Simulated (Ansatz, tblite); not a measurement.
Cost and result up the ladder for cis-Sn(H2O)2Cl4 (SnCl4O2H4) (11 atoms). The state is a singlet with charge 0. Geometry: PBE0-D4/def2-SVP.

Cartesian coordinates in Å:
```
Sn -0.358 0.401 0.541
O 0.584 0.730 -1.570
H 1.495 0.965 -1.319
H 0.180 1.543 -1.910
Cl -1.037 -0.397 2.654
O 0.356 -1.786 0.146
H -0.437 -2.154 -0.280
H 0.410 -2.203 1.021
Cl -0.987 2.672 0.408
Cl -2.159 -0.494 -0.751
Cl 1.953 0.724 1.062
```

Ansatz on 4 threads of AMD EPYC 7B13 on a shared host; xTB runs through tblite on one thread. Times are rough, summed over both states, and most runs start from the orbitals of an earlier one. PBE0-D4/def2-TZVP serves as the yardstick here, not as an exact answer. The other state is a doublet.

In the def2 sets Sn takes a core potential; there is no spin–orbit coupling. The xTB rows come from tblite. HOMO above LUMO, or a gap near zero within one spin, warns that the state may not be the lowest or that an electron is smeared out.

Raw xTB energies of ions are shifted by several eV.

| level | functions | vertical IE (eV) | difference from PBE0-D4/def2-TZVP (eV) | remarks |
| --- | --- | --- | --- | --- |
| GFN2-xTB | 57 | 14.10 | 3.52 | – |
| PBE0-D4/def2-TZVP | 284 | 10.58 | 0.00 | – |
| PBE-D4/def2-TZVP (with forces) | 284 | 9.87 | -0.71 | gap within one spin near zero (+1 doublet) |
| GFN1-xTB | 61 | 14.68 | 4.10 | – |

Problem. Estimate how long each takes.

Solution. GFN1-xTB 0.029 s; GFN2-xTB 0.034 s; PBE-D4/def2-TZVP (with forces) 12 s; PBE0-D4/def2-TZVP 33 s. On shared hardware such times vary by a factor of up to 3.
